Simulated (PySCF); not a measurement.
How methods differ on the electron affinity of Ge

Ge⁻ [Ar] 3d10 4s2 4p3 (4S) → Ge [Ar] 3d10 4s2 4p2 (3P), as a difference of total energies. All numbers are calculated (PySCF 2.14, the non-relativistic Hamiltonian (point nucleus), in def2-TZVPPD (7s5p5d1f, 54 functions)). Correlated levels: valence: [Ar] 3d10 frozen. The calculations carry no spin-orbit coupling.

```json
{"method": "UHF", "electron affinity (eV)": "0.531", "plus first-order spin-orbit estimate": "0.435", "difference from reference of that sum (eV)": "-0.798"}
{"method": "MP2 (valence)", "electron affinity (eV)": "0.958", "plus first-order spin-orbit estimate": "0.862", "difference from reference of that sum (eV)": "-0.371"}
{"method": "SCS-MP2 (valence)", "electron affinity (eV)": "0.823", "plus first-order spin-orbit estimate": "0.727", "difference from reference of that sum (eV)": "-0.506"}
{"method": "CCSD (valence)", "electron affinity (eV)": "0.927", "plus first-order spin-orbit estimate": "0.831", "difference from reference of that sum (eV)": "-0.402"}
{"method": "CCSD(T) (valence)", "electron affinity (eV)": "0.962", "plus first-order spin-orbit estimate": "0.866", "difference from reference of that sum (eV)": "-0.367"}
```

Reference: 1.233 eV (measured; photodetachment measurements, as compiled on the Wikipedia data page of electron affinities).

A first-order spin-orbit estimate (lowest level to lowest level, LS coupling) adds -0.096 eV.

These non-relativistic numbers lack the scalar-relativistic shift.

Errors of the correlated levels include the incompleteness of this basis and the frozen core.
